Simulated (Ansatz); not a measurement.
**Four-centre ligand exchange**

Start structure (InH4O2F, singlet), relaxed at PBE0-D4/def2-TZVP:

```xyz
8
angstrom
In -0.1371 -0.5037 -0.3519
H 1.3106 -1.3739 -0.0675
O -0.4885 0.6767 -1.9011
O -1.8337 -0.7315 0.6415
H 1.7287 1.1463 1.5523
F 0.8913 1.3260 1.2047
H 0.2813 0.7950 -2.4607
H -1.7526 -1.3348 1.3827
```

The step: InH₃O₂ ([OH][InH][OH]) + HF → InH₂O₂F ([OH][In]([OH])[F]) + H₂; bonds formed: In1–F6, H2–H5; bonds broken: In1–H2, H5–F6. Computed with Ansatz 0.2.0 (basis: def2-TZVPP and def2-QZVPP); correlated methods freeze the cores. Filled d shells of the heavier atoms are correlated. Core potentials replace the inner electrons of the atoms past krypton. The def2 sets are not built for correlating such inner shells, so the correlated values are less sure here. Extrapolation: Hartree–Fock as exp(−7.88 √X), correlation as X^−2.97. Energies below are by CCSD(T) at an estimated basis limit (MP2 extrapolated from triple and quadruple zeta, plus CCSD(T) − MP2 in triple zeta).

What are the electronic barrier and the energy of the step, from the start structure to the end structure? (An estimate is asked for; the value comes from the calculation.)

By the calculation: Barrier 17.92 kcal/mol; step energy -4.89 kcal/mol (downhill); reverse barrier, their difference, 22.81 kcal/mol. Barrier and step energy count from the start structure, the reverse barrier from the end structure.

The saddle point: One imaginary mode of 1018i cm⁻¹.
| pair | start (Å) | saddle (Å) | end (Å) |
| --- | --- | --- | --- |
| In1–F6 | 2.61 | 2.18 | 1.96 |
| H2–H5 | 3.02 | 0.99 | 0.75 |
| In1–H2 | 1.71 | 1.99 | 2.73 |
| H5–F6 | 0.92 | 1.21 | 2.67 |

Zero-point energy (harmonic, PBE0-D4): ZPE is 26.80 kcal/mol at the start and 25.65 kcal/mol at the saddle, so the barrier goes from 17.92 to 16.76 kcal/mol.

No T1 diagnostic of these runs exceeds 0.017.

Labels in which every atom is bracketed show which atoms are joined, not bond orders.

For scale, one of the runs: CCSD(T)/def2-TZVPP, 199 basis functions, launched by `ansatz run in.yaml --threads 4 --pin off --events-out ev --progress --plain --max-ram 9574MiB`. The run took 86 s on 4 CPU threads of an Arm Neoverse V1 (shared host), with 2.9 GiB of host memory at its peak.
